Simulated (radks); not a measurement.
Values are calculated unless marked as measured or tabulated.
Neutral hafnium inside a hard spherical wall (all orbitals vanish at R), configuration held at [Xe] 4f14 5d2 6s2 and not refilled when levels cross. Code: a radial shooting solver on a logarithmic mesh with Libxc functionals. Model: scalar-relativistic Kohn-Sham, LDA (Slater exchange, Perdew-Wang correlation), spin-polarised, spherical densities, finite nucleus; open shells are filled with parallel spins first (spin-orbit coupling, left out, can overturn this in heavy ions); Fermi nuclear charge, rms radius 5.347 fm. Eigenvalues in eV for spin up, with the zero of energy where the potential of the charges vanishes at infinity; a dash marks a level that is unbound or too diffuse for the functional's potential to be trusted. A positive occupied level is held by the wall or, in an anion where self-interaction has pushed it up, behind a barrier. The pressure on the wall is -dE/dV.

| R (bohr) | E (hartree) | kinetic (hartree) | e(5p) | e(4f) | e(6s) | e(5d) | e(6p, empty) | e(7s, empty) | pressure (GPa) |
|---|---|---|---|---|---|---|---|---|---|
| free | -15067.1697 | 16499.121 | -35.964 | -16.979 | -5.551 | -3.234 | -1.604 | -0.097 | 0 |
| 15 | -15067.1697 | 16499.121 | -35.963 | -16.978 | -5.551 | -3.234 | -1.599 | 0.223 | < 0.0001 |
| 10 | -15067.1689 | 16499.130 | -35.895 | -16.909 | -5.501 | -3.174 | -1.444 | 1.744 | 0.0219 |
| 7 | -15067.1463 | 16499.283 | -35.071 | -16.058 | -4.818 | -2.449 | -0.124 | 7.539 | 1.23 |
| 5 | -15066.9530 | 16500.176 | -32.020 | -12.808 | -1.288 | 0.484 | 5.519 | 25.241 | 23.2 |
| 4 | -15066.4595 | 16502.073 | -28.089 | -8.413 | 5.661 | 4.978 | 15.696 | 52.339 | 130 |
| 3 | -15064.3338 | 16509.972 | -18.653 | 2.601 | 29.889 | 17.627 | 47.886 | 127.03 | 1150 |
| 1.5 | -15004.8413 | 16701.952 | 119.23 | 117.35 | 416.79 | 194.44 | 476.78 | 937.70 | 180000 |
